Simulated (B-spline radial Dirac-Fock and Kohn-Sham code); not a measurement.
# Relativistic shifts of the levels of Ge³⁺

System: the Ge³⁺ ion, [Ar] 3d10 4s1.

Both columns are ΔSCF binding energies of the configuration average from a radial B-spline solver: non-relativistic Hartree-Fock with a point nucleus, and Dirac-Fock with a finite nucleus and the Coulomb interaction alone, averaged over the two j levels with weights 2j+1.

```
shell  Hartree-Fock (eV)  Dirac-Fock (eV)  shift (eV)  shift (%)
   1s            11014.6          11172.0     +157.48      +1.43
   2s             1430.0           1465.2      +35.21      +2.46
   2p             1267.2           1275.3       +8.14      +0.64
   3p              169.2            170.6       +1.42      +0.84
   3d              73.56            72.79       -0.77      -1.05
   4s              43.98            44.62       +0.64      +1.46
```

Relativity binds 1s, 2s, 2p, 3p, 4s more strongly, among those listed most of all 2s in relative terms, and 3d more weakly, because the contracted s and p shells screen the nucleus better.

Values without a named source are computed, but for edge energies of neutral atoms, which are taken from tables.
